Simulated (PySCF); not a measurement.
F₃OTa (SMILES [O]=[Ta]([F])([F])[F]), singlet, at a GFN2-xTB geometry (such geometries of metal compounds can be far from the true shape) (core potentials on Ta). Base run: M062X/def2-SV(P) in PySCF.

PySCF was given this input:
```python
from pyscf import gto, scf, dft

mol = gto.Mole()
mol.atom = '''
    Ta    0.016939    0.009075   -0.019553
    O     1.067821    0.572063   -1.232560
    F     0.970074   -0.956009    1.218615
    F    -1.269464   -1.064294   -0.771854
    F    -0.787181    1.438195    0.807440
'''
mol.basis = 'def2-sv(p)'
mol.ecp = {'Ta': 'def2-sv(p)'}
mol.charge = 0
mol.spin = 0
mol.verbose = 5
mol.build()

mf = dft.RKS(mol)
mf.xc = 'm062x'
mf.kernel()
mf.analyze()
```

Variants of this job, named by their change:

```json
[
 {"change": "base", "ΔE vs base (mEh)": "0.000", "fitting functions": "-", "dipole (D)": "1.44", "outcome": "converged"},
 {"change": "auxbasis = cc-pvtz-ri", "ΔE vs base (mEh)": "-", "fitting functions": "-", "dipole (D)": "-", "outcome": "input refused"},
 {"change": "auxbasis = def2-universal-jfit", "ΔE vs base (mEh)": "22.158", "fitting functions": "285", "dipole (D)": "1.46", "outcome": "converged"},
 {"change": "auxbasis = even-tempered beta=2.0", "ΔE vs base (mEh)": "0.041", "fitting functions": "660", "dipole (D)": "1.44", "outcome": "converged"},
 {"change": "auxbasis = def2-tzvp-ri", "ΔE vs base (mEh)": "-", "fitting functions": "-", "dipole (D)": "-", "outcome": "input refused"},
 {"change": "auxbasis = autoaux", "ΔE vs base (mEh)": "0.342", "fitting functions": "654", "dipole (D)": "1.44", "outcome": "converged"},
 {"change": "auxbasis = def2-svp-ri", "ΔE vs base (mEh)": "-", "fitting functions": "-", "dipole (D)": "-", "outcome": "input refused"},
 {"change": "auxbasis = even-tempered beta=3.0", "ΔE vs base (mEh)": "-14.194", "fitting functions": "460", "dipole (D)": "1.47", "outcome": "converged"},
 {"change": "auxbasis = cc-pvtz-jkfit", "ΔE vs base (mEh)": "-", "fitting functions": "-", "dipole (D)": "-", "outcome": "input refused"},
 {"change": "auxbasis = even-tempered beta=1.6", "ΔE vs base (mEh)": "0.174", "fitting functions": "972", "dipole (D)": "1.44", "outcome": "converged"}
]
```

A fitting set is made for a task (jfit for Coulomb, jkfit for Coulomb and exchange, ri for correlation) and for a family of orbital bases.

- auxbasis = cc-pvtz-ri: ended with `pyscf.lib.exceptions.BasisNotFoundError: Basis set not found for Ta in cc-pvtz-ri`
- auxbasis = def2-tzvp-ri: ended with `pyscf.lib.exceptions.BasisNotFoundError: Basis set not found for Ta in def2-tzvp-ri`
- auxbasis = def2-svp-ri: ended with `pyscf.lib.exceptions.BasisNotFoundError: Basis set not found for Ta in def2-svp-ri`
